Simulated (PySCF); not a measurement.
An equivalent PySCF input for Ne²⁺ (neon, charge +2), [He] 2s2 2p4, high-spin 3P determinant, with scalar relativity by spin-free X2C-1e:

```python
from pyscf import gto, scf, dft, mp, cc
import basis_set_exchange as bse
mol = gto.M(atom="Ne 0 0 0", charge=2, spin=2, symmetry="D2h",
            basis=gto.basis.parse(bse.get_basis("dyall-av3z", elements=["Ne"], fmt="nwchem")),
            nucmod="G")
mf = dft.UKS(mol, xc="M062X").sfx2c1e()
mf.irrep_nelec = {'Ag': (2, 2), 'B1u': (1, 0), 'B2u': (1, 1), 'B3u': (1, 0)}
mf.kernel()
```

It reaches the same state as the run whose output follows, with an energy that differs only through the grid. The run itself started from symmetry-adapted Hartree-Fock orbitals and held the occupation by maximum overlap, on a logarithmic radial grid, so the iterations belong to that start.

```
SCF conv_tol = 1e-09
number electrons alpha = 5  beta = 3
XC functionals = M062X
    Y. Zhao and D. G. Truhlar.,  Theor. Chem. Acc. 120, 215 (2008)
    Y. Zhao and D. G. Truhlar.,  Theor. Chem. Acc. 120, 215 (2008)
cycle= 1 E= -126.784986698975  delta_E= -0.00654  |g|= 0.0673  |ddm|= 0.0571
cycle= 2 E= -126.785029719828  delta_E= -4.3e-05  |g|= 0.00396  |ddm|= 0.00499
cycle= 3 E= -126.78503054857  delta_E= -8.29e-07  |g|= 0.000408  |ddm|= 0.000619
cycle= 4 E= -126.785030569354  delta_E= -2.08e-08  |g|= 9.78e-05  |ddm|= 0.000112
cycle= 5 E= -126.785030570771  delta_E= -1.42e-09  |g|= 1.26e-05  |ddm|= 2.06e-05
cycle= 6 E= -126.785030570806  delta_E= -3.51e-11  |g|= 1.43e-06  |ddm|= 3.97e-06
converged SCF energy = -126.785030570806  <S^2> = 2.0016397  2S+1 = 3.0010929
```
